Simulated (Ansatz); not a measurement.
`[F][Al]1[CH2][O]1` + `BN` → `N[BH][Al]1[CH2][O]1` + H–F at 400 K and 1 bar (formal exchange of groups at the Al–F bond).

Program: Ansatz. Geometries: PBE0-D4/def2-TZVP. ΔE: electronic, gas phase. CCSD(T)/CBS is the MP2 limit (def2-TZVPP, def2-QZVPP) plus CCSD(T) − MP2 in def2-TZVPP, frozen cores. This one scheme is used for every species. One conformer a species, not always the lowest.

| species | CCSD(T)/CBS energy (Eh) | H − E (kJ/mol) | S (J/(mol·K)) |
| --- | --- | --- | --- |
| `[F][Al]1[CH2][O]1` | -456.27782 | 106.5 | 310.3 |
| `BN` | -81.93499 | 142.5 | 243.5 |
| `N[BH][Al]1[CH2][O]1` | -437.74917 | 216.4 | 382.9 |
| H–F | -100.39570 | 36.5 | 182.2 |

H − E and S are ideal-gas, rigid-rotor, harmonic terms from PBE0-D4/def2-TZVP, for one conformer and one mirror image of each species. 1 Eh = 2625.50 kJ/mol, R = 8.31446 J/(mol·K).

Q: By hand: ΔE, ΔH, ΔS and ΔG.

A: ΔE = (-437.74917) + (-100.39570) − (-456.27782) − (-81.93499) = 0.06794 Eh = 178.4 kJ/mol. Δ(H − E) = 216.4 + 36.5 − 106.5 − 142.5 = 3.9, so ΔH = 182.3 kJ/mol. ΔS = 382.9 + 182.2 − 310.3 − 243.5 = 11.3 J/(mol·K). ΔG = 182.3 − 400 × (11.3)/1000 = 177.8 kJ/mol.

Q: By hand: the equilibrium constant, and the temperature at which ΔG would vanish if ΔH and ΔS stayed fixed.

A: log₁₀ K = −ΔG/(RT ln 10) = -23.2. ΔG = 0 at ΔH/ΔS = 16133 K, far beyond where these terms or the molecules hold.

The number of gas molecules stays the same, so ΔS is small and ΔH decides. A doubt of 5 kJ/mol in ΔE shifts log₁₀ K by 0.7 here. Other conformers and mirror images would add mixing entropy, several J/(mol·K) or more a flexible species. Modes under 60 cm⁻¹, often nearly free rotors, make the harmonic entropy too high. These are equilibria of isolated gas molecules and say nothing of rates. Largest T1 diagnostic: 0.017 (customary marks: 0.02 for closed shells, 0.045 for open ones).
